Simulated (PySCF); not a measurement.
PySCF input file for Re(OH)2 (H2O2Re), SMILES [OH][Re][OH] (connectivity only; charge and spin as stated), neutral, multiplicity 4, B3LYP-D3(BJ)/def2-TZVP. The structure is a stationary point at B3LYP-D3(BJ)/def2-TZVP. The multiplicity is an assumed one; other spin states were not compared. The def2 effective core potentials stand for the cores of Re; spin–orbit coupling is left out. The values are those of a single conformer.

```python
import numpy as np
from pyscf import gto, scf, dft, df
from pyscf.hessian import thermo

mol = gto.M(
    atom='''
    Re    0.00000000    0.00000000   -0.00795444
    O     0.00000000    1.88215713   -0.05105862
    H     0.00000000    2.47823675    0.70676054
    O     0.00000000   -1.88215713   -0.05105862
    H     0.00000000   -2.47823676    0.70676053
    ''',
    basis='def2-TZVP',
    ecp={'Re': 'def2-tzvp'},
    charge=0,
    spin=3,
    max_memory=1600,
    verbose=3,
)
mf = dft.UKS(mol, xc='b3lyp').density_fit(auxbasis='def2-universal-jkfit')
mf.disp = 'd3bj'
mf.grids.level = 3
mf.conv_tol = 1e-11
mf.max_cycle = 100
mf.kernel()
fine, coarse = mf.grids, dft.Grids(mol).set(level=1).build(with_non0tab=True)
for _ in range(3):  # follow internal instabilities
    mf.grids = coarse
    mo, _, stable, _ = mf.stability(return_status=True, nroots=4)
    mf.grids = fine
    if stable:
        break
    mf.kernel(mf.make_rdm1(mo, mf.mo_occ))

# [left out here: the lines that compute and print the analytic Hessian (its translational invariance restored by hand, since the grid's response is missing), thermochemistry and intensities]
```

Program output:

```

WARN: HOMO -0.335359790535784 >= LUMO -0.362136419022815


WARN: HOMO -0.0811454346107432 >= LUMO -0.141627973188579

converged SCF energy = -230.024842316735  <S^2> = 3.7692282  2S+1 = 4.0096026
<class 'pyscf.df.df_jk.DFUKS'> wavefunction is stable in the internal stability analysis

WARN: DFTD3 does not support analytical Hessian, using finite difference


WARN: Mole.unit (angstrom) is changed to Bohr

Mode                                 0                   1                   2
Irrep
Freq [cm^-1]                      -27.0921            166.4600            553.8606
Reduced mass [au]                  10.3542              5.2378              1.1113
Force const [Dyne/A]               -0.0045              0.0855              0.2009
Char temp [K]                     -38.9794            239.4989            796.8822
Normal mode                   x     y     z       x     y     z       x     y     z
       0  Re                -0.03  0.00 -0.00    0.00 -0.00 -0.03    0.00  0.00  0.00
       1   O                 0.16 -0.00  0.00   -0.00  0.01  0.15    0.00  0.03 -0.05
       2   H                 0.15 -0.00  0.00   -0.00 -0.12  0.24   -0.00 -0.53  0.41
       3   O                 0.16  0.00  0.00   -0.00 -0.01  0.15   -0.00  0.03  0.05
       4   H                 0.15  0.00  0.00   -0.00  0.12  0.24    0.00 -0.53 -0.41
Mode                                 3                   4                   5
Irrep
Freq [cm^-1]                      576.4083            619.9995            699.8791
Reduced mass [au]                   1.1105              1.2736             10.7172
Force const [Dyne/A]                0.2174              0.2884              3.0930
Char temp [K]                     829.3232            892.0412           1006.9701
Normal mode                   x     y     z       x     y     z       x     y     z
       0  Re                 0.00  0.00 -0.00    0.00  0.00 -0.01   -0.00 -0.03 -0.00
       1   O                 0.06 -0.00  0.00   -0.00 -0.06  0.06    0.00  0.16 -0.00
       2   H                -0.67  0.00 -0.00   -0.00  0.49 -0.39   -0.00  0.15  0.01
       3   O                -0.06 -0.00 -0.00   -0.00  0.06  0.06   -0.00  0.16  0.00
       4   H                 0.67  0.00  0.00    0.00 -0.49 -0.39    0.00  0.15 -0.01
Mode                                 6                   7                   8
Irrep
Freq [cm^-1]                      731.2367           3793.7071           3796.4062
Reduced mass [au]                   5.6164              1.0663              1.0665
Force const [Dyne/A]                1.7694              9.0418              9.0566
Char temp [K]                    1052.0868           5458.2998           5462.1833
Normal mode                   x     y     z       x     y     z       x     y     z
       0  Re                -0.00  0.00 -0.00   -0.00  0.00  0.00    0.00  0.00 -0.00
       1   O                 0.00  0.17  0.01    0.00  0.03  0.03   -0.00 -0.03 -0.03
       2   H                 0.00  0.24 -0.05    0.00 -0.43 -0.53   -0.00  0.43  0.53
       3   O                 0.00 -0.17  0.01    0.00  0.03 -0.03   -0.00  0.03 -0.03
       4   H                 0.00 -0.24 -0.05   -0.00 -0.43  0.53    0.00 -0.43  0.53
temperature 298.1500 [K]
pressure 101325.00 [Pa]
Rotational constants [GHz] 463.97305 4.01940 3.98488
Symmetry number 2
Zero-point energy (ZPE) 0.02492 [Eh]   65423.515 [J/mol]
                           tot       elec      trans        rot        vib
Entropy [J/mol/K]       289.713     11.526    176.026     83.344     18.817
Cv [J/mol/K]             52.922      0.000     12.472     12.472     27.978
Cp [J/mol/K]             61.236      0.000     20.786     12.472     27.978
Internal energy [J/mol]                      3718.434   3718.434  68937.810
Internal energy [Eh]   -229.99575  -230.02484
Enthalpy [J/mol]                             6197.391   3718.434  68937.810
Enthalpy [Eh]          -229.99481
Gibbs free energy [J/mol]                  -46284.759 -21130.493  63327.655
Gibbs free energy [Eh] -230.02771
mode   freq/cm-1   IR/(km/mol)
   1      -27.09         0.020
   2      166.46         1.649
   3      553.86       295.525
   4      576.41         0.000
   5      620.00        33.376
   6      699.88       215.754
   7      731.24         0.008
   8     3793.71       167.802
   9     3796.41        62.346
max |gradient| / (hartree/bohr): 1.4504145858205568e-05
APT charges: [ 0.8142 -0.7175  0.3104 -0.7175  0.3105]
```

The run converged. The end point has an imaginary mode, so it is no minimum.
